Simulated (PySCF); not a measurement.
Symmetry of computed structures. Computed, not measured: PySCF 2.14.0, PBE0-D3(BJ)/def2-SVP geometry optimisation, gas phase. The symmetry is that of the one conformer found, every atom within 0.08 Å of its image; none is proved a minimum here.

(1) `[Cl][Co][Cl]` [quartet]: symmetry, top, dipole?

(2) Point group, rotor type and polarity of `[N:1]#[C:2][CH2:3][CH2:4][CH2:5][CH2:6][C:7]#[N:8]` with C2–C3–C4–C5 -61°, C3–C4–C5–C6 180°, C4–C5–C6–C7 61° (adiponitrile)?

(3) Point group, rotor type and polarity of tetracarbon monosulfide (`[C]=C=C=C=S`) [triplet]?

(4) Point group, rotor type and polarity of `[CH3:1][O:2][c:3]1[cH:4][cH:5][cH:6][c:7]([Br:8])[cH:9]1` with C1–O2–C3–C4 180°, H–C1–O2–C3 -61° (nearest H)?

(5) Point group, rotor type and polarity of p-phenylenediamine (`Nc1ccc(N)cc1`)?

## Answers

(1) D∞h; linear; symmetry number 2; dipole forbidden by symmetry (computed 0.00 D).

(2) Ci; near-prolate asymmetric top; symmetry number 1; 2 operations, which sort the 16 atoms into 8 sets; dipole forbidden by symmetry (computed 0.00 D); A, B, C = 6235, 846.9, 772.5 MHz.

(3) C∞v; linear; symmetry number 1; dipole 4.26 D, along the axis.

(4) Cs; asymmetric top; symmetry number 1; 2 operations, which sort the 16 atoms into 15 sets; dipole 1.58 D, in the ab plane, which is the mirror; A, B, C = 2086, 638.9, 490.6 MHz; heavy atoms equivalent by symmetry: none.

(5) C2v; asymmetric top; symmetry number 2; 4 operations, which sort the 16 atoms into 5 sets; dipole 2.07 D, along c, the twofold axis; A, B, C = 5571, 1471, 1166 MHz.
